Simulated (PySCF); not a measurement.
# Vertical excitation energies

Species: C4H8O3Si.
Numbering: `[CH2:1]=[CH:2][O:3][SiH:4]1[O:5][CH2:6][CH2:7][O:8]1` (hydrogens: H9, H10 on C1; H11 on C2; H12 on Si4; H13, H14 on C6; H15, H16 on C7)

Level of theory: PySCF 2.14.0, density-fitted response routines, TDDFT PBE0/def2-SVPD, vertical, gas phase, core orbitals frozen in the response. Geometry: GFN2-xTB, one conformer, isolated molecule.

Predict the UV-vis stick spectrum at this level.

```csv
state,E (eV),E (hartree),f,|μ| (D),"main configurations (H = HOMO, L = LUMO)"
S1,6.78,0.2493,0.087,1.84,"H→L (53%), H→L+2 (35%), H→L+3 (9%)"
S2,6.99,0.2571,0.066,1.57,"H→L+2 (55%), H→L (18%), H→L+3 (16%)"
S3,7.07,0.2599,0.0068,0.50,"H→L+1 (60%), H→L+3 (20%), H→L (10%)"
S4,7.32,0.2689,0.0042,0.39,"H-1→L (67%), H-1→L+1 (25%)"
S5,7.40,0.2719,0.104,1.92,"H→L+3 (45%), H→L+1 (25%), H→L (10%)"
S6,7.60,0.2794,0.029,1.00,"H-1→L+1 (58%), H-1→L (22%)"
```

Triplets (Tamm–Dancoff): T1 4.41 eV, H→L (82%), H→L+1 (8%); T2 6.74 eV, H→L+2 (88%).

The lowest singlet lies at 6.78 eV (183 nm, vacuum ultraviolet) and is of moderate strength; its leading configuration is HOMO→LUMO (53%). The strongest level in the table is S5 at 7.40 eV (168 nm, f = 0.104). Löwdin shares by element: HOMO carbon 66% or more, oxygen 21% or more; LUMO carbon 55% or more, oxygen 8% or more, silicon 7% (atoms not listed hold the other 29%). Weighted by f, the mean energy of these states is 7.14 eV. Orbital energies (eV): HOMO-3 -9.23, HOMO-2 -8.73, HOMO-1 -8.09, HOMO -7.29, LUMO 0.29, LUMO+1 0.65, LUMO+2 0.96. The listed states span 0.82 eV, and the widest gap between neighbours is 0.25 eV (S3 to S4). The window holds the lowest 6 singlets.

Time: 48 s wall (with the writing of density and orbital grids); peak memory 0.96 GiB. Hardware: one thread of an Arm Neoverse V2, shared host.
